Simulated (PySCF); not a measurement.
C4H11Ge, doublet, geometry from GFN2-xTB; TPSS/STO-3G in PySCF.

Here is a job for PySCF.
```python
from pyscf import gto, scf, dft

mol = gto.Mole()
mol.atom = '''
    C    -1.977007   -0.980302   -1.161483
    C    -1.423171   -0.420585    0.160352
    C    -2.559915    0.217310    0.964970
    C    -0.350127    0.563001   -0.119223
    Ge    1.508248    0.173566    0.043963
    H    -2.751937   -1.716558   -0.959738
    H    -2.402439   -0.178760   -1.761198
    H    -1.180863   -1.455168   -1.730913
    H    -1.007660   -1.258450    0.733218
    H    -2.998007    1.044561    0.410349
    H    -2.185269    0.597009    1.912866
    H    -3.337633   -0.515965    1.167191
    H    -0.675403    1.511135   -0.523093
    H     2.322982    1.423301    0.010383
    H     2.026512   -0.718391   -1.050683
    H     1.787101   -0.563378    1.317091
'''
mol.basis = 'sto-3g'
mol.charge = 0
mol.spin = 1
mol.verbose = 5
mol.build()

mf = dft.UKS(mol)
mf.xc = 'tpss'
mf.grids.radi_method = dft.radi.mura_knowles
mf.kernel()
```

The log (banner, timings and long lists left out):

```
PySCF version 2.14.0

[INPUT] verbose = 5
[INPUT] max_memory = 4000
[INPUT] num. atoms = 16
[INPUT] num. electrons = 67
[INPUT] charge = 0
[INPUT] spin (= nelec alpha-beta = 2S) = 1
[INPUT] symmetry False subgroup None
[INPUT] Mole.unit = angstrom
[INPUT] Symbol           X                Y                Z      unit          X                Y                Z       unit  Magmom
[...]
[INPUT] ---------------- BASIS SET ----------------
[INPUT] l, kappa, [nprim/nctr], expnt,             c_1 c_2 ...
[INPUT] C
[...]
                                13.045096         0.53532814
                                3.5305122         0.44463454
[...]
                                0.6834831         0.39951283
                                0.2222899         0.70011547
[...]
                                0.6834831         0.60768372
                                0.2222899         0.39195739
[INPUT] H
[...]
                                0.62391373        0.53532814
                                0.1688554         0.44463454
[INPUT] Ge
[...]
                                400.0741292       0.5353281423
                                108.2756726       0.4446345422
[...]
                                41.91853304       0.3995128261
                                13.63320795       0.7001154689
[...]
                                4.33043264        0.2175436044
                                1.670815538       0.9166769611
[...]
                                0.363834215       0.0196064117
                                0.1606730254      1.131034442
[...]
                                41.91853304       0.6076837186
                                13.63320795       0.3919573931
[...]
                                4.33043264        0.5777664691
                                1.670815538       0.4846460366
[...]
                                0.363834215       0.5715227604
                                0.1606730254      0.5498949471
[...]
                                4.33043264        0.6555473627
                                1.670815538       0.286573259

nuclear repulsion = 340.287315770024
number of shells = 31
number of NR pGTOs = 147
number of NR cGTOs = 49
basis = sto-3g
ecp = {}

******** <class 'pyscf.dft.uks.UKS'> ********
method = UKS
initial guess = minao
damping factor = 0
level_shift factor = 0
DIIS = <class 'pyscf.scf.diis.CDIIS'>
diis_start_cycle = 1
diis_space = 8
diis_damp = 0
SCF conv_tol = 1e-09
SCF conv_tol_grad = None
[...]
  3.94368463e-01  4.43341628e-01  4.56341363e-01  4.73193052e-01
  4.86390858e-01  4.94806981e-01  5.03990182e-01  5.46742268e-01
  5.76924821e-01]
multiplicity <S^2> = 0.75463523  2S+1 = 2.0046299
nelec by numeric integration = [33.99997151 32.99997009]
E1 = -3764.187377977508  E2 = 1213.6756165291627  Ecoul = 1319.2666107293564  Exc = -105.59099420019388
cycle= 11 E= -2210.22444567832  delta_E= -6.96e-10  |g|= 5.27e-06  |ddm|= 5.76e-05
  alpha mo_energy =
[-3.93198039e+02 -4.75746056e+01 -4.32604951e+01 -4.32589695e+01
 -4.32578282e+01 -9.83296862e+00 -9.81919233e+00 -9.81851897e+00
 -9.75534097e+00 -5.38450403e+00 -3.63160541e+00 -3.62851691e+00
 -3.62637688e+00 -7.07849521e-01 -5.98564495e-01 -5.77980065e-01
 -4.80324407e-01 -4.46681609e-01 -3.73210096e-01 -3.57194932e-01
 -3.35384169e-01 -3.14032953e-01 -3.05863219e-01 -2.92642669e-01
 -2.85827134e-01 -2.64265001e-01 -2.54370830e-01 -2.32482053e-01
 -1.48709991e-01 -1.27606956e-01 -1.26543886e-01 -1.24349455e-01
 -1.22507635e-01 -6.80668691e-02  2.42718711e-01  2.91808314e-01
  3.03830155e-01  3.21704343e-01  3.54691696e-01  3.86461979e-01
  3.87073255e-01  4.39186234e-01  4.52189817e-01  4.57201259e-01
  4.84407233e-01  4.87454029e-01  5.01048282e-01  5.32278232e-01
  5.53163926e-01]
  beta  mo_energy =
[-3.93198102e+02 -4.75737154e+01 -4.32592805e+01 -4.32582728e+01
 -4.32575069e+01 -9.83398055e+00 -9.81813641e+00 -9.81793441e+00
 -9.74063984e+00 -5.38178988e+00 -3.62711974e+00 -3.62591146e+00
 -3.62525427e+00 -7.02240151e-01 -5.96869454e-01 -5.57407870e-01
 -4.76224410e-01 -4.41340287e-01 -3.70718004e-01 -3.53781823e-01
 -3.30965067e-01 -3.13050536e-01 -3.01813518e-01 -2.88045968e-01
 -2.82491160e-01 -2.59684521e-01 -2.50380473e-01 -2.26421835e-01
 -1.29769558e-01 -1.26675914e-01 -1.25171838e-01 -1.22538488e-01
 -1.20677614e-01  3.86656232e-02  2.68612098e-01  2.94232134e-01
  3.11838390e-01  3.26254751e-01  3.62243376e-01  3.91838393e-01
  3.94367284e-01  4.43340884e-01  4.56340883e-01  4.73192146e-01
  4.86390421e-01  4.94806414e-01  5.03989451e-01  5.46740571e-01
  5.76923763e-01]
multiplicity <S^2> = 0.7546352  2S+1 = 2.0046298
nelec by numeric integration = [33.99997151 32.99997009]
E1 = -3764.1873293561875  E2 = 1213.6755679078108  Ecoul = 1319.2665592124888  Exc = -105.59099130467806
Extra cycle  E= -2210.22444567835  delta_E= -3.18e-11  |g|= 3.96e-06  |ddm|= 1.71e-05
converged SCF energy = -2210.22444567835  <S^2> = 0.7546352  2S+1 = 2.0046298
```
